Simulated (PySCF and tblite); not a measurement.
The numbers below are computed, except where a source is named.
C₂H₈OSi, numbered as in [CH3:1][O:2][SiH2:3][CH3:4]. The same 2 conformers on PBE0-D3(BJ)/def2-SVP geometries, with only the basis set of the single-point energies changed (functional PBE0, solvent none (gas phase), D3(BJ) where defined; PySCF).

Torsions listed: C1–O2–Si3–C4. Of a mirror pair one member is shown.

```tsv
conformer	shape	symmetry	dipole D
1	180°	Cs	0.23
2	-65°	C1 (pair)	1.42
```

Energies (kcal/mol) above conformer 1 and its weight at 298.15 K (thermal terms from GFN2-xTB):

```tsv
basis set	E(2) − E(1)	weight of 1 (%)
def2-TZVP	0.55	55
6-31G*	0.28	44
def2-SVP	0.51	53
pcseg-1	0.53	54
6-311G**	0.49	52
def2-SVPD	0.48	52
pcseg-2	?	?
```

Task: What does pcseg-2 give?

Result: E(2) − E(1) = 0.57 kcal/mol, weight of conformer 1 56 %.

Task: How much does the choice of basis set matter?

Result: The widest range is that of E(2) − E(1), which runs from 0.28 (6-31G*) to 0.57 kcal/mol (pcseg-2), a spread of 0.29, against RT = 0.59. Some levels give another conformer the largest weight.
